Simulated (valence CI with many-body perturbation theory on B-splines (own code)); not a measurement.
**Sensitivity of CI+MBPT for Pr⁵²⁺**

Calculated by relativistic CI+MBPT: five valence electrons over a frozen Dirac-Fock core [He], a basis of 6 s, 6 p, 5 d, 3 f, 1 g functions for each j, with the one-electron correlation potential Σ1, the two-electron term Σ2, the three-electron term Σ3, Breit, model QED; selected CI, second order for the rest, scaled by the run's own slope (own B-spline code, finite nucleus).

No measured spectrum was set against this ion. As an estimate, large intervals hold to a few tenths of a per cent, small ones and those within an open d or f shell to about a per cent. Among the levels kept, up to 2400 cm⁻¹ of a level comes from second order outside the variational space, and about a tenth of that is noise between levels of different J, which matters for small intervals.

The reference run has the lowest level (2s^2 2p1/2^2 2p3/2) J=3/2 and an ionisation energy of 10175.5 eV. Its largest variational space holds 10000 state functions.

Levels are named by their leading jj configuration (3d3/2^4 stands for four electrons in 3d with j = 3/2), which in mixed levels can hold well under half, so a name can repeat and another be missing. Letters in brackets count levels of one name in rising energy.

Changed runs:
A. correlating orbitals by l 3 3 3 2 1 → 4 4 3 0 0; highest l with Σ1, explicit Σ2 and valence Breit (higher l get mean screening factors) 3 → 0
B. core polarisation of operators on → off
C. Breit term on → off
D. start configuration 2s2 2p3 → 2s2 3p3 (bad on purpose)

Excitation energies of the reference run in cm⁻¹, and shifts in cm⁻¹:

```csv
Level,Reference,A,B,C
(2s^2 2p1/2 2p3/2^2) J=3/2,3916930,-14146,0,+58736
(2s^2 2p1/2 2p3/2^2) J=5/2,4088340,+26080,0,+98452
(2s^2 2p1/2 2p3/2^2) J=1/2,4379050,-24307,0,+48987
(2s 2p1/2^2 2p3/2^2) J=5/2,5908090,-2394,0,+21681
(2s 2p1/2^2 2p3/2^2) J=1/2,6534650,-41506,0,-17387
(2s 2p1/2^2 2p3/2^2) J=3/2,6547050,-13071,0,+8930
(2s^2 2p3/2^3) J=3/2,8306610,-23497,0,+122353
(2s 2p1/2 2p3/2^3) J=3/2 [a],9998770,-37551,0,+59226
(2s 2p1/2 2p3/2^3) J=5/2,10282800,+2408,0,+98154
(2s 2p1/2 2p3/2^3) J=1/2,10630900,-36833,0,+57999
(2s 2p1/2 2p3/2^3) J=3/2 [b],10716100,-12877,0,+81056
(2p1/2^2 2p3/2^3) J=3/2,12915400,-27366,0,+6340
Ionisation energy (eV),10175.5,+2.1,0,+7.1
```

No effect on these energies: B.

Run D: It gave no result: the start configuration must fill the lowest shells above the core. The program said: "3p is not the lowest shell of its kind above the core".
